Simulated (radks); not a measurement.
Values are calculated unless marked as measured or tabulated.
Task: The mean radii <r> (bohr) of the occupied orbitals of an atom or ion are listed with their occupations. Code: a radial shooting solver on a logarithmic mesh with Libxc functionals. Model: scalar-relativistic Kohn-Sham, LDA (Slater exchange, Perdew-Wang correlation), spin-polarised, spherical densities, point nucleus.

orbital  occ.      <r>
1s up       1  0.02459
1s down     1  0.02459
2s up       1   0.1053
2s down     1   0.1053
2p up       3  0.09239
2p down     3  0.09239
3s up       1   0.2790
3s down     1   0.2790
3p up       3   0.2769
3p down     3   0.2769
3d up       5   0.2537
3d down     5   0.2537
4s up       1   0.6390
4s down     1   0.6388
4p up       3   0.6773
4p down     3   0.6770
4d up       5   0.7497
4d down     5   0.7486
5s up       1    1.511
5p up       3    1.727
5p down     3    1.736
4f up       1    1.115
4f down     1    1.112

Name the element and its charge.

Result: Z = 58, cerium, charge +3: Ce3+ in [Kr] 4d10 4f(up 1, down 1) 5p6 5s(up 1, down 0). The 1s radius gives Z: for a bare nucleus <r> = (2 gamma + 1)/(2Z) with gamma = sqrt(1 - (Z/c)^2), 0.02424 bohr for Z = 58, and screening makes it slightly larger (0.02459 here). The occupations add up to 55, and the charge is Z minus that.
